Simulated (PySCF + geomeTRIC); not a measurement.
A geometry relaxed with PySCF + geomeTRIC with M06-2X/def2-TZVP, charge 0, multiplicity 1:

```xyz
14

H     -1.2663    -0.4660    -1.6218
H      2.3825     0.9555    -0.3829
H      0.6732     1.3387    -0.3206
C      0.0085    -1.2814    -0.0931
C      1.1684    -0.7080     0.2075
C     -1.2254    -0.5344    -0.5309
H      1.5986     1.1646     1.1763
C      1.4623     0.7603     0.1712
H     -2.1095    -1.1272    -0.2490
H      1.9965    -1.3468     0.4979
H     -1.2821     0.9082     1.3618
H     -0.0538    -2.3633    -0.0428
B     -1.4531     0.8350     0.1852
H     -1.8569     1.7927    -0.3985
```

Question: Write the SMILES of this molecule.

Answer: `BC/C=C\C`
